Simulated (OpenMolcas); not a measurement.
Kr+: RASPT2 settings compared

| Quantity | Value |
| --- | --- |
| Program | OpenMolcas |
| Basis | ANO-R3 [7s6p5d4f2g1h] |
| Scalar Hamiltonian | X2C, finite nucleus |
| Active space | 7 electrons in 9 orbitals (RAS2 4s 4p; RAS3 4d, at most 2 electrons) |
| State averaging | 2S+1 = 2 odd, 3 roots; 2S+1 = 2 even, 1 root |
| Spin-orbit coupling | RASSI with atomic mean-field integrals over the reference wave functions, term energies averaged over their components |

Methods on the same reference wave functions:
A. RASSCF
B. SS-RASPT2, IPEA 0.75 Eh, no level shift (closed shells correlated: 3d)
C. XMS-RASPT2, IPEA 0.6 Eh, imaginary shift 0.5 Eh (closed shells correlated: none)
D. XMS-RASPT2, IPEA 0.3 Eh, sigma2 regulariser 0.15 Eh (closed shells correlated: 3d)

Energies in cm⁻¹ above 4s² 4p⁵ ²P°_3/2, the measured ground level; measured values from NIST Handbook of Basic Atomic Spectroscopic Data.

```
          Level       A       B       C       D  Measured
4s² 4p⁵ ²P°_3/2     0.0     0.0     0.0     0.0       0.0
4s² 4p⁵ ²P°_1/2    4853    4850    4850    4850      5370
  4s 4p⁶ ²S_1/2  113557  115410  114740  114970    109000
```

Deviations, from unrounded energies. A percentage is the sum of absolute deviations over the sum of measured energies, with the sign that they share, or ± where signs differ.

```json
{"Against measurement": "mean absolute deviation (cm-1)", "Levels": "2", "A": "2500", "B": "3500", "C": "3100", "D": "3200"}
{"Against measurement": "fine structure of the ground term (%)", "Levels": "1", "A": "-9.6", "B": "-9.6", "C": "-9.6", "D": "-9.6"}
{"Against measurement": "other configurations (%)", "Levels": "1", "A": "+4.2", "B": "+5.9", "C": "+5.3", "D": "+5.5"}
```

A lies closest to measurement on these levels and B furthest from it. The largest miss of A in the table is 4s 4p⁶ ²S_1/2, by +4600 cm-1. The ranking rests on the paired levels alone, and a cruder setting can come out closer through cancelling errors.

Among B to D the level of the table that moves most is 4s 4p⁶ ²S_1/2, by 680 cm-1 (lowest in C, highest in B). Moves below CASPT2's spread within the term are not significant.

The lowest spin-free term lies below A's lowest term by 0.590 hartree in B, 0.086 hartree in C, 0.592 hartree in D.

CASPT2 breaks the degeneracy within a term, and the mean is taken; among the terms shown or strongly mixed into the levels shown the widest spread is 91 cm-1 (4s² 4p⁵ ²P°, C). Active for correlation alone: 4d; no level in the range computed is led by a configuration that fills it, so any true level of that kind is missing. Some terms mix strongly with configurations of 4d, whose occupation reaches 0.31 (4s 4p⁶ ²S). Without dynamic correlation excited terms often stand tens of per cent too high (terms of higher spin than the ground term too low), and those without a measured partner can miss by more than the paired ones (holds for A). Computed and measured levels are paired by configuration, term and J; levels that our copy of the source lacks, or whose pairing is in doubt (as where it misses far off the trend of its configuration), stay unpaired and out of the deviations. Only configurations of the active space appear.

° marks odd parity.
